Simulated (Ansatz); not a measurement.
Relaxation of Cl2F2GeH2 (7 atoms, charge 0, multiplicity 1), to a largest force component of 0.03 eV/Å in at most 50 steps.

These are results of RKS r2SCAN-D4/def2-SVP in Ansatz, not measurements.

```xyz
7
Properties=species:S:1:pos:R:3
Ge 0.127 0.459 -0.411
Cl 0.900 -0.264 2.845
Cl 2.030 -0.337 -0.909
F -0.517 1.213 -1.819
F -0.963 -0.825 -0.071
H 0.155 1.489 0.733
H 0.577 0.977 2.479
```

Problem. Where does it end, and by what steps?

Solution. It converged. The force dipped under the threshold on the way, but the program's further checks kept it going. After 27 steps the energy has fallen by 0.310 eV; H7 moved furthest, 1.27 Å.

```
step  energy less start (eV)  largest force component (eV/Å)  accepted
   0                  0.0000                           1.218       yes
   1                 -0.0830                           0.682       yes
   2                 -0.1013                           1.075       yes
   3                 -0.1439                           0.086       yes
   4                 -0.1245                           0.848        no
   5                 -0.1511                           0.062       yes
   6                 -0.1570                           0.281       yes
   7                 -0.1616                           0.352       yes
   8                 -0.1745                           0.066       yes
   9                 -0.1856                           0.023       yes
  10                 -0.1014                           1.556        no
  11                 -0.1896                           0.041       yes
  12                 -0.1906                           0.381       yes
  13                 -0.1975                           0.178       yes
  14                 -0.1971                           0.745        no
  15                 -0.2047                           0.097       yes
  16                 -0.2110                           0.221       yes
  17                 -0.2183                           0.578       yes
  18                 -0.2370                           0.143       yes
  19                 -0.2461                           0.143       yes
  20                 -0.2627                           0.674       yes
  21                 -0.2742                           0.954       yes
  22                 -0.2785                           0.880       yes
  23                 -0.2866                           0.171       yes
  24                 -0.3069                           0.070       yes
  25                 -0.3088                           0.035       yes
  26                 -0.3097                           0.035       yes
  27                 -0.3097                           0.017       yes
```

```xyz
7
Properties=species:S:1:pos:R:3
Ge 0.194 0.619 -0.449
Cl 1.162 0.439 2.898
Cl 1.925 -0.524 -0.887
F -0.758 0.697 -1.881
F -0.795 -0.316 0.631
H 0.435 2.012 0.096
H 0.146 -0.216 2.439
```

Whether the end is a true minimum wasn't checked by a vibrational analysis.

The run took 56 s on 4 threads of Arm Neoverse V2 (shared host), peak memory 0.19 GiB.
